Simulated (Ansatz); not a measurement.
Cartesian coordinates in Å:
```
C -1.254 1.135 1.196
Sn -1.341 -0.107 -0.604
O 1.127 -0.601 -0.312
C 1.610 -1.540 -0.863
Cl 3.290 -1.917 -0.768
H -0.271 1.600 1.289
H -1.475 0.559 2.096
H -1.995 1.935 1.103
H -0.745 1.195 -1.659
H 1.055 -2.258 -1.479
```

The species carries charge 0 and has multiplicity 1. Sn: def2 effective core potential. The bonds changed during the relaxation, so this is another structure than the one it started from.

List the CAM-B3LYP/def2-TZVPP orbital energies in eV (Ansatz). (Best estimate.)

Computed: Occupied: -2766.03, -524.77, -284.17, -277.74, -260.78, -199.88, -199.69, -199.64, -139.80, -94.90, -94.59, -94.48, -33.41, -28.97, -28.86, -28.77, -28.62, -28.50, -26.96, -20.22, -20.06, -17.43, -16.22, -15.28, -13.58, -12.15, -12.06, -11.89, -11.78, -11.33, -8.66, -6.93. Lowest empty: -1.20, -0.42, 0.92, 1.50, 2.41, 3.06, 3.29, 3.48.
